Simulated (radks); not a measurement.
Coulomb parameter of the 4d shell of the molybdenum ion Mo+ in the model configuration [Kr] 4d3.5 5p1.5, as a second difference U = [E(n + 0.25) + E(n - 0.25) - 2 E(n)] / (0.25)^2 with all orbitals relaxed. "Bare": the charge of the atom changes with n. "Screened": the 5p shell takes up the change at fixed total charge, which measures U(4d,4d) + U(5p,5p) - 2 U(4d,5p). All-electron calculation, scalar-relativistic Kohn-Sham, PBE, spin-unpolarised, spherical densities, point nucleus. Program: a radial shooting solver on a logarithmic mesh with Libxc functionals.

| case | configuration | E - E(n) (eV) |
|---|---|---|
| start | [Kr] 4d3.5 5p1.5 | 0.000 |
| bare +0.25 | [Kr] 4d3.75 5p1.5 | -3.601 |
| bare -0.25 | [Kr] 4d3.25 5p1.5 | 4.242 |
| screened +0.25 | [Kr] 4d3.75 5p1.25 | -1.842 |
| screened -0.25 | [Kr] 4d3.25 5p1.75 | 1.985 |

U(bare) = 10.255 eV, U(screened by 5p) = 2.292 eV, against the Slater integral F0(4d,4d) = 14.385 eV with frozen orbitals.
